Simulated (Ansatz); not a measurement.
Relaxation of AlCl2H3O (7 atoms, charge 0, multiplicity 1), to a largest force component of 0.03 eV/Å in at most 50 steps.

Computed with RKS B3LYP-D4/6-31G* (Ansatz 0.2.0).

```xyz
7
Properties=species:S:1:pos:R:3
Al 0.089 0.317 -0.159
H 0.045 0.140 1.395
Cl 1.887 0.741 -1.151
Cl -1.715 0.340 -1.243
O 0.100 -2.455 0.885
H -0.771 -2.883 0.904
H 0.035 -1.725 1.551
```

Question: Where does it end, and by what steps?

Answer: It converged. After 9 steps the energy has fallen by 0.936 eV; H6 moved furthest, 0.84 Å. Joined: Al1–O5 (2.96 → 2.00 Å).

| step | energy less start (eV) | largest force component (eV/Å) | accepted |
| --- | --- | --- | --- |
| 0 | 0.0000 | 1.001 | yes |
| 1 | -0.1170 | 2.127 | yes |
| 2 | -0.3776 | 2.669 | yes |
| 3 | -0.7170 | 0.956 | yes |
| 4 | -0.8361 | 0.826 | yes |
| 5 | -0.8731 | 0.647 | yes |
| 6 | -0.9128 | 0.594 | yes |
| 7 | -0.9301 | 0.137 | yes |
| 8 | -0.9348 | 0.135 | yes |
| 9 | -0.9361 | 0.022 | yes |

```xyz
7
Properties=species:S:1:pos:R:3
Al 0.075 0.020 0.123
H 0.024 0.709 1.539
Cl 1.827 0.223 -1.059
Cl -1.761 -0.152 -0.979
O 0.106 -1.900 0.679
H -0.617 -2.390 0.243
H 0.018 -2.034 1.639
```

Whether the end is a true minimum wasn't checked by a vibrational analysis.

Time of the run: 42 s on 1 thread of Arm Neoverse V1, with other jobs on the host, peak memory 0.16 GiB.
